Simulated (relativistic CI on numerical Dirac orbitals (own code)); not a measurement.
Method of calculation: Dirac-Coulomb-Breit CI, separate exchange-only KLI orbitals for each configuration, model QED, unscaled Slater integrals (own radial code, finite nucleus).

The strongest absorption lines from the ground level of an ion, among the configurations computed and to levels below about 246 eV (vacuum wavelength in Å, gf): 71.856 (2.1), 75.824 (6.8), 76.859 (0.55), 76.963 (1.4), 77.529 (10), 78.615 (0.61), 99.070 (0.43), 101.60 (0.43).

Which ion is it?
A. Tb XXVIII
B. Pm XXIV
C. Eu XXVI
D. La XX

B. Pm XXIV has 38 electrons and the ground level 4s2 4p6 4d2 3F_2; the strongest line goes to 4s2 4p6 4d 4f 3G°_3. The pattern of lines fixes the number of electrons, and along that sequence the line energies rise steadily with the charge (about as its square where n changes within one kind of shell, about linearly where n is kept but much faster in heavy ions where fine structure, which grows about as Z⁴, sets the gap, and irregularly where shells cross), which fixes Z. Configurations outside the model, such as inner-shell arrays, can give stronger lines. At this charge energies of transitions that change n are usually good to better than 1 %, and those within a shell (Δn = 0) to a few per cent. Terms inside the open d or f shell come out 10 to 20 % too wide with unscaled integrals.

LS names give the leading component of a level, which can be under half, so a name can repeat, a term be missing and a line seem to break the LS rules.
